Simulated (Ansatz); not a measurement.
Sn₃Bi₂, relaxed as a singlet with RKS PBE-D4/def2-SVP in Ansatz, starting from the GFN1-xTB geometry. Force threshold 0.02 eV/Å.

In the def2 sets Bi, Sn take a core potential; there is no spin–orbit coupling. Another isomer (singlet) lies 0.21 eV lower at PBE0-D4/def2-TZVP; other spin states weren't run for this one.

Start:

```xyz
5

Bi   -1.850    0.924   -0.966
Bi    0.891    1.585   -0.079
Sn    1.801   -1.012    0.971
Sn    0.139   -1.137   -1.406
Sn   -0.981   -0.361    1.480
```

```tsv
step	energy (eV)	largest force component (eV/Å)	SCF passes
1	-29183.0924	0.721	19
2	-29183.1085	0.728	30
3	-29183.1836	0.064	22
4	-29183.1841	0.015	24
```

Force components are those of the run's own axes.

End:

Cartesian coordinates in Å:
```
Bi -1.8875 0.9163 -0.9784
Bi 0.9113 1.6248 -0.0826
Sn 1.8143 -1.0493 0.9858
Sn 0.1654 -1.1502 -1.4684
Sn -1.0034 -0.3416 1.5436
```

By distances, no bond broke or formed. The bond that changes most is Sn4–Sn5, from 3.19 to 3.33 Å (atoms count from 1).

No frequencies were taken in this run, so the end may be a saddle point.

Run time 16 s (4 threads of Intel Xeon on a shared host).
